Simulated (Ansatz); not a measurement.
```yaml
crystal:
  periodic: [false, false, false]
  atoms:
    - {symbol: O, position_ang: [0.542118, -0.038271, -1.647880]}
    - {symbol: C, position_ang: [0.852027, 0.953520, -1.043381]}
    - {symbol: N, position_ang: [0.488458, 0.659713, 0.255407]}
    - {symbol: Si, position_ang: [-0.562262, -0.880426, 0.387064]}
    - {symbol: H, position_ang: [1.293835, 1.438570, -1.276987]}
    - {symbol: H, position_ang: [0.901639, 1.301853, 0.799393]}
    - {symbol: H, position_ang: [-1.768393, -0.676650, -0.126696]}
    - {symbol: H, position_ang: [0.050170, -2.125386, 0.232916]}
    - {symbol: H, position_ang: [-1.090469, -0.803073, 2.391154]}
basis:
  gaussian: {orbitals: def2-SVP}
hamiltonian: {xc: {name: PBEsol}, dispersion: d3bj}
relax: {f_tol: 0.001, max_steps: 1}
output: {forces: true}
```

```sh
$ ansatz run in.yaml --threads 2 --pin off --events-out ev --progress --plain --max-ram 4352MiB
```

It prints (some lines left out):

```
Functional definition: PBEsol
959 factors; their error is unknown
mean field evaluation 1: about -12470.1341 eV, gradient 5.4e1 eV
mean field evaluation 2: about -12449.5009 eV, gradient 1.1e2 eV
mean field evaluation 4: about -12475.5231 eV, gradient 2.2e1 eV
mean field evaluation 8: about -12476.4878 eV, gradient 2.2e-1 eV
mean field evaluation 16: about -12476.4216 eV, gradient 1.8e-3 eV
mean field -12476.42156905 eV, -458.5000358404 hartree, gradient 5.5e-5 eV, S^2 0.000000; 0 other end points of the search recorded, 0 dependent functions left out
reference -12476.42160145 eV, -458.5000370309 hartree; 20, 20 occupied and 65, 65 virtual orbitals, 959 factors
relax step   1: F+E_penalty+E_count = -12476.49180664 eV  Δ(F+E_penalty+E_count) = +0.000e0 eV  max|allowed force component| = 3.802e1 eV/Å  Δτ_max = 0.0000 Å  (28 SCF iters, accepted)
Error: geometry relaxation did not converge after 1 steps: max|allowed force component| = 3.80e1 eV/Å (threshold 1.0e-3). Raise `relax.max_steps` over both its present limit and 1, loosen `relax.f_tol`, or start from a geometry closer to equilibrium. Where this run's directory can be resumed (`checkpoint.write`), a resume goes on for up to `relax.max_steps` more
```

**Question.** Something in this input is off. What?

**Answer.** The relaxation is allowed too few steps for its threshold. No converged result was reached.
